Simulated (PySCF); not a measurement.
IK, charge -1, doublet, at the geometry of the source list (a state made from the parent by changing its charge; the spin is typed, not shown lowest) (core potentials on I). Base run: HF/def2-TZVP run with PySCF.

Input for PySCF:
```python
from pyscf import gto, scf

mol = gto.Mole()
mol.atom = '''
    K    -1.058900   -0.752200   -0.902200
    I     1.058900    0.752200    0.902200
'''
mol.basis = 'def2-tzvp'
mol.ecp = {'I': 'def2-tzvp'}
mol.charge = -1
mol.spin = 1
mol.verbose = 4
mol.build()

mf = scf.UHF(mol)
mf.kernel()
```

The base run was repeated with changes; each row names its change, and settings that it needs were set with it.

| change | basis functions | E (Eh) | HOMO (eV) |
|---|---|---|---|
| base | 83 | -895.92516 | -0.53 |
| basis = x2c-TZVPall; relativity = spin-free X2C (without mol.ecp = {'I': 'def2-tzvp'}) | 93 | -7714.42270 | -0.47 |
| basis = jorge-DZP-DKH; relativity = spin-free X2C (without mol.ecp = {'I': 'def2-tzvp'}) | 79 | -7708.67118 | -0.48 |
| basis = x2c-TZVPall; relativity = none (without mol.ecp = {'I': 'def2-tzvp'}) | 93 | -7362.53919 | -0.46 |
| basis = jorge-DZP-DKH; relativity = spin-free X2C; nucleus = Gaussian (with mol.nucmod = 'G'; without mol.ecp = {'I': 'def2-tzvp'}) | 79 | -7708.46822 | -0.48 |
| basis = ANO-RCC-VDZP; relativity = spin-free X2C (without mol.ecp = {'I': 'def2-tzvp'}) | 65 | -7714.23162 | -0.58 |
| basis = x2c-TZVPall; relativity = spin-free X2C; nucleus = Gaussian (with mol.nucmod = 'G'; without mol.ecp = {'I': 'def2-tzvp'}) | 93 | -7714.21993 | -0.47 |
| basis = ANO-RCC-VDZP; relativity = none (without mol.ecp = {'I': 'def2-tzvp'}) | 65 | -7272.84409 | -0.61 |
| basis = jorge-DZP-DKH; relativity = none (without mol.ecp = {'I': 'def2-tzvp'}) | 79 | -7440.24186 | -0.49 |
| basis = ANO-RCC-VDZP; relativity = spin-free X2C; nucleus = Gaussian (with mol.nucmod = 'G'; without mol.ecp = {'I': 'def2-tzvp'}) | 65 | -7713.99230 | -0.58 |

Absolute energies of different levels of theory aren't comparable as measures of quality.

Open shells are given as the SCF converged; they aren't shown to be the lowest states, and a large step between rows can be another state.

Basis sets contracted for a relativistic Hamiltonian are a mismatch without it, so the rows without relativity aren't non-relativistic limits. No row has spin-orbit coupling; sets with core potentials leave out the core electrons.
